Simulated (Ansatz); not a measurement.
A nudged elastic band was laid between two geometries of C2H5BS (9 atoms, charge 0, multiplicity 1).

All numbers below come from Ansatz 0.2.0, RHF/def2-SVP.

- movable images: 9
- climbing image: yes
- spring: 5.0 eV/Å²
- optimiser: quadratic models (default)
- start path: through a guess of the saddle point
- force threshold: 0.03 eV/Å
- iteration limit: 60
- end points: relaxed

Initial state:

```xyz
9
Properties=species:S:1:pos:R:3
C -0.365 1.128 -0.797
B -0.070 -0.272 -0.172
C 0.501 -1.044 1.032
S -0.191 -2.012 -0.415
H -0.813 1.074 -1.789
H -1.037 1.685 -0.138
H 0.561 1.707 -0.859
H -0.067 -1.153 1.950
H 1.571 -1.159 1.170
```

Final state:

```xyz
9
Properties=species:S:1:pos:R:3
C -0.336 1.134 -0.802
B 0.109 -0.238 -0.206
C 0.314 -1.078 1.068
S 0.708 -1.849 -0.593
H -1.371 1.339 -0.511
H 0.272 1.935 -0.372
H -0.262 1.179 -1.888
H -0.526 -1.537 1.581
H 1.180 -0.932 1.705
```

(1) What changes between the two ends?

(2) What energy profile does the band end with?

(3) What is the geometry of the highest image?

Answers

(1) No bond is made or broken. The dihedral H7–C1–B2–S4 goes from -123 to -1°. The two ends are copies of one structure, up to a mirror image or an exchange of like atoms.

(2) The run converged. The highest image is number 5 of 0 to 10, 1.5 kJ/mol above the ends, which have the same energy within 2 meV. A vibrational analysis at the climbing image gives one clearly imaginary mode, 81i cm⁻¹: a first-order saddle point.

| image | path coordinate (Å) | energy (kJ/mol) | dihedral H7–C1–B2–S4 (°) |
| --- | --- | --- | --- |
| 0 | 0.00 | 0.0 | -123 |
| 1 | 0.30 | 0.1 | -109 |
| 2 | 0.60 | 0.4 | -96 |
| 3 | 0.90 | 0.8 | -83 |
| 4 | 1.20 | 1.3 | -71 |
| 5 | 1.50 | 1.5 | -59 |
| 6 | 1.80 | 1.3 | -48 |
| 7 | 2.10 | 0.9 | -37 |
| 8 | 2.40 | 0.4 | -25 |
| 9 | 2.69 | 0.1 | -13 |
| 10 | 2.99 | 0.0 | -1 |

(3) 
```xyz
9
Properties=species:S:1:pos:R:3
C -0.330 1.165 -0.762
B 0.039 -0.234 -0.171
C 0.365 -1.093 1.065
S 0.359 -1.909 -0.621
H -1.270 1.099 -1.318
H -0.429 1.937 0.002
H 0.435 1.476 -1.478
H -0.421 -1.438 1.729
H 1.341 -1.050 1.537
```

Run time: 72 s on 1 CPU thread of a shared host.
